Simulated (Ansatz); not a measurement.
CH₆BFOSi, SMILES `CB(F)[SiH2]O` at its PBE0-D4/def2-TZVP geometry, where that method's forces vanish. Charge 0, multiplicity 1.

```xyz
11

C     0.1434   -0.6048   -1.5871
B    -0.6352    0.3372   -0.6208
F    -1.5955    1.1147   -1.1233
Si   -0.2774    0.5135    1.3843
O     0.8626   -0.5589    1.9321
H     1.1340   -0.1638   -1.7676
H    -0.3436   -0.7333   -2.5565
H     0.3355   -1.5821   -1.1356
H    -1.5063    0.2064    2.1627
H     0.1225    1.9209    1.6950
H     1.7600   -0.4497    1.6168
```

Q: What forces (eV/Å) does r2SCAN-D4/def2-TZVPP give on these atoms in Ansatz 0.2.0? (An estimate is asked.)

A: The calculation gave: 
```
C1  -0.016 -0.011 -0.001
B2   0.130 -0.098  0.101
F3  -0.150  0.122 -0.088
Si4 -0.022  0.030 -0.036
O5   0.016 -0.049  0.041
H6  -0.009 -0.023  0.000
H7   0.016  0.002  0.008
H8   0.017  0.016 -0.018
H9   0.015  0.014 -0.004
H10 -0.023 -0.002  0.005
H11  0.027  0.000 -0.009
```
